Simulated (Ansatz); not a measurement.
`[NH2][Sn]([Cl])([Cl])[Cl]`, relaxed with RKS PBE-D4/def2-SVP in Ansatz from a rough embedded geometry. The force threshold is 0.03 eV/Å; the program also tests the step.

Total charge 0; spin multiplicity 1. Sn takes the def2 core potential.

Start:

```xyz
7

N     0.717    0.884   -0.831
Sn   -0.489   -0.305    0.273
Cl   -1.836   -1.512   -1.187
Cl    0.726   -1.789    1.535
Cl   -1.842    0.995    1.717
H     1.381    1.419   -0.113
H     1.344    0.309   -1.393
```

```csv
step,energy (eV),largest force (eV/Å),largest move (Å)
1,-44895.5041,1.991,0.000
2,-44895.6738,0.701,0.141
3,-44895.6869,0.116,0.031
4,-44895.6884,0.061,0.016
5,-44895.6887,0.026,0.008
```

End:

```xyz
7

N     0.724    0.927   -0.818
Sn   -0.463   -0.323    0.284
Cl   -1.830   -1.520   -1.203
Cl    0.677   -1.898    1.632
Cl   -1.786    1.002    1.700
H     1.337    1.454   -0.178
H     1.342    0.358   -1.417
```

Hardware: 2 threads of a server CPU on a shared host. Wall time 16 s, peak host memory 0.53 GiB.
